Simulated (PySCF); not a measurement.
O⁺ (oxygen, charge +1): UHF calculation

Configuration: [He] 2s1 2p3 3d1, high-spin 6D determinant (an excited configuration). Calculation: PySCF 2.14, in aug-cc-pVTZ-DK (5s4p3d2f, 46 functions); scalar relativity by spin-free X2C-1e.

* Total energy: -73.043439 hartree
* One-electron energy: -94.8300 hartree
* Hartree (Coulomb) energy: 29.6454 hartree
* Exchange energy: -7.8588 hartree
* ⟨S²⟩: 8.7500
* ⟨L²⟩: 6.003
* Sum of ⟨r⟩: 7.081 bohr
* Sum of ⟨r²⟩: 12.80 bohr²
* Traceless quadrupole moment −½Σ⟨3z² − r²⟩ along its main axis: 2.22 e·bohr²
* Langevin diamagnetic susceptibility: -10.1 ×10⁻⁶ cm³/mol

| shell | electrons | mean orbital energy (hartree) | spread (hartree) | rms radius, mean of both spins (bohr) |
| --- | --- | --- | --- | --- |
| 1s α | 1 | -21.91939 | 0 | 0.230 |
| 1s β | 1 | -21.67767 | 0 | 0.230 |
| 2s α | 1 | -2.44386 | 0 | 1.10 |
| 2p α | 3 | -1.70600 | 0.00377 | 1.11 |
| 3d α | 1 | -0.09798 | 0 | 2.78 |

The outer electron is Rydberg-like, and this basis confines it to a smaller radius and binds it less than a complete one would.

Spin-orbit constants ζ (cm⁻¹) from the X2C one-electron operator on these orbitals: bare nucleus, nucleus screened by l(l+1)(2l+1)/3 electrons, and screened by the Breit-Pauli mean field of the electrons.

```tsv
shell	bare	screened nucleus	mean field
2p	324.2	243.1	210.8
3d	5.592	1.398	1.194
```

To first order the Landé constant is A = 0.2387 cm⁻¹, so the lowest level has J = 1/2 and lies 0.000207 eV below the centre of the term. This holds in LS coupling only.
